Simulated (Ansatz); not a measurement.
Two members of one family (Cage-BeO), computed with Ansatz in the gas phase. The two geometries come from different levels. Binding counts from free atoms in the multiplicity of their measured ground term, without zero-point energy. The structures are stationary points that may keep the symmetry of their start.

First: (BeO)10 cage of four- and six-membered rings, n = 10, cage 2 (singlet, charge 0, PBE-D4/def2-SVP geometry).

```xyz
20

Be   -2.481    1.212    0.802
O    -1.816    1.156    2.224
Be   -0.866    2.315    1.469
O    -1.717    2.569    0.173
Be   -1.163    1.457   -0.812
O    -2.165    0.220   -0.367
Be   -1.178   -0.986   -0.204
O    -0.306   -1.059    1.193
Be   -0.508    0.304    1.947
O     0.495    1.541    1.501
Be    1.178    0.986    0.204
O     0.307    1.060   -1.194
Be    0.508   -0.304   -1.947
O    -0.495   -1.540   -1.501
Be    0.865   -2.315   -1.469
O     1.816   -1.156   -2.224
Be    1.163   -1.458    0.812
O     2.165   -0.220    0.367
Be    2.481   -1.212   -0.802
O     1.718   -2.568   -0.173
```

```
              level  HOMO (eV)  LUMO (eV)  gap (eV)  binding per atom (eV)
   PBE-D4/def2-TZVP      -6.83      -1.93      4.89                   5.50
r2SCAN-D4/def2-TZVP      -7.13      -1.41      5.72                   5.46
     B3LYP-D4/6-31G      -8.40      -1.26      7.14                   5.21
   PBE0-D4/def2-SVP      -8.81      -1.12      7.70                   5.35
  PBE0-D4/def2-TZVP      -8.37      -1.14      7.22                   5.33
```

Second: (BeO)11 cage of four- and six-membered rings, n = 11, cage 1 (singlet, charge 0, r2SCAN-D4/def2-SVP geometry).

```xyz
22

Be   -1.895    1.789   -0.795
O    -1.878    1.324    0.697
Be   -2.230   -0.094   -0.023
O    -2.553    0.463   -1.464
Be   -1.172    0.470   -2.234
O    -0.649    1.953   -1.748
Be    0.661    1.810   -0.957
O     0.768    1.831    0.639
Be   -0.486    1.270    1.421
O    -0.255    0.054    2.387
Be   -0.612   -1.359    1.661
O    -1.366   -1.375    0.280
Be   -0.354   -1.660   -0.908
O    -0.224   -0.735   -2.210
Be    1.282   -0.583   -1.668
O     1.864    0.768   -1.213
Be    1.960    0.795    0.396
O     1.223   -1.867   -0.704
Be    1.164   -0.603    2.389
O     0.740   -2.112    1.965
Be    1.696   -1.773    0.751
O     2.316   -0.366    1.339
```

Task: What does the change do? Estimate second minus first.

Result: 
```json
{"level": "PBE-D4/def2-TZVP", "Δ HOMO (eV)": "0.06", "Δ LUMO (eV)": "0.18", "Δ gap (eV)": "0.12", "Δ binding per atom (eV)": "0.09"}
{"level": "r2SCAN-D4/def2-TZVP", "Δ HOMO (eV)": "0.07", "Δ LUMO (eV)": "0.18", "Δ gap (eV)": "0.11", "Δ binding per atom (eV)": "0.09"}
{"level": "B3LYP-D4/6-31G", "Δ HOMO (eV)": "0.06", "Δ LUMO (eV)": "0.25", "Δ gap (eV)": "0.20", "Δ binding per atom (eV)": "0.11"}
{"level": "PBE0-D4/def2-SVP", "Δ HOMO (eV)": "0.07", "Δ LUMO (eV)": "0.19", "Δ gap (eV)": "0.12", "Δ binding per atom (eV)": "0.10"}
{"level": "PBE0-D4/def2-TZVP", "Δ HOMO (eV)": "0.06", "Δ LUMO (eV)": "0.16", "Δ gap (eV)": "0.10", "Δ binding per atom (eV)": "0.09"}
```
